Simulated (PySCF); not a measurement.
Ligands exchanged one at a time, Si Br-SH. Isolated molecules, 0 K electronic values unless said otherwise. One relaxed conformer stands for each flexible species; it need not be the lowest. Strings in code marks are SMILES. All members: neutral, multiplicity 1. Level: B3LYP-D3(BJ)/def2-TZVP (PySCF), beside PBE-D3(BJ)/def2-TZVP // B3LYP-D3(BJ)/def2-TZVP (PySCF) at the same geometries. B3LYP has the VWN-RPA correlation part, as in Gaussian. 

```json
[
 {"species": "`S[Si](Br)(Br)Br` (H–S–Si–Br torsion 60°)", "HOMO–LUMO gap, PBE (eV)": "4.44", "HOMO–LUMO gap, B3LYP-D3(BJ) (eV)": "6.05"},
 {"species": "`S[Si](S)(Br)Br` (H–S–Si–Br torsion 41°, Br–Si–S–H torsion 62°)", "HOMO–LUMO gap, PBE (eV)": "4.61", "HOMO–LUMO gap, B3LYP-D3(BJ) (eV)": "6.24"},
 {"species": "`Br[Si](Br)(Br)Br`", "HOMO–LUMO gap, PBE (eV)": "4.73", "HOMO–LUMO gap, B3LYP-D3(BJ) (eV)": "withheld"},
 {"species": "`S[Si](S)(S)Br`", "HOMO–LUMO gap, PBE (eV)": "4.74", "HOMO–LUMO gap, B3LYP-D3(BJ) (eV)": "6.38"},
 {"species": "`S[Si](S)(S)S`", "HOMO–LUMO gap, PBE (eV)": "4.97", "HOMO–LUMO gap, B3LYP-D3(BJ) (eV)": "6.63"}
]
```

Question: Fit y = a + b·x, y being the HOMO–LUMO gap at the first level, to the 4 complete rows by least squares, with x = the PBE value in eV. Give a, b and the rms residual, and predict the withheld value.

Answer: Means of the 4 rows: x̄ = 4.69, ȳ = 6.325 eV. Σ(x − x̄)² = 0.1498 and Σ(x − x̄)(y − ȳ) = 0.1637, so b = 1.093 and a = ȳ − b·x̄ = 1.199 eV. The rms residual is 0.002 eV. At x = 4.73 the line gives 6.37 eV. The run for `Br[Si](Br)(Br)Br` gave 6.35 eV, so the line is off by 0.02 eV, more than twice the rms residual.

Codes: PySCF.
